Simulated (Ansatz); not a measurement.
One change: `C=C[SiH](Br)C=C` becomes `C=C[SiH](F)Br`.

Ansatz, PBE0-D4/def2-TZVP geometries, multiplicity 1. Each molecule was computed in one conformer, which needn't be the lowest.

Scalar relativity is left out up to krypton.

| property | `C=C[SiH](Br)C=C` |
| --- | --- |
| HOMO–LUMO gap (PBE/def2-TZVPP) / eV | 4.90 |
| ideal-gas entropy at 298 K and 1 bar (rigid rotor, harmonic PBE0-D4/def2-TZVP) / J/(mol·K) | 387 |
| size of the dipole moment (ωB97M-V/def2-TZVPP) / D | 2.04 |
| HOMO energy (B3LYP/def2-TZVPP) / eV | -7.78 |
| LUMO energy (ωB97M-V/def2-TZVPP) / eV | 1.09 |
| LUMO energy (B3LYP/def2-TZVPP) / eV | -1.19 |

Give the same properties after the change, and the shifts. (An estimate is asked.)

Ansatz gave: 
```csv
property,`C=C[SiH](F)Br`,shift
HOMO–LUMO gap (PBE/def2-TZVPP) / eV,5.05,0.15
"ideal-gas entropy at 298 K and 1 bar (rigid rotor, harmonic PBE0-D4/def2-TZVP) / J/(mol·K)",352,-35
size of the dipole moment (ωB97M-V/def2-TZVPP) / D,2.40,0.36
HOMO energy (B3LYP/def2-TZVPP) / eV,-8.15,-0.37
LUMO energy (ωB97M-V/def2-TZVPP) / eV,0.96,-0.13
LUMO energy (B3LYP/def2-TZVPP) / eV,-1.35,-0.16
```

With PBE0 the HOMO falls by 0.37 eV and the LUMO falls by 0.16 eV, so the gap widens by about 0.21 eV. PBE moves the HOMO by -0.32 eV and ωB97M-V by -0.36 eV. The zero-point energy changes by -104.2 kJ/mol with -12 modes. Dipoles are sizes alone; their direction can turn.

B3LYP here is the variant with VWN-RPA as its local correlation; programs differ in this.

Spin–orbit coupling is left out; it splits and shifts lone-pair levels of the heavy atoms by tenths of an eV.
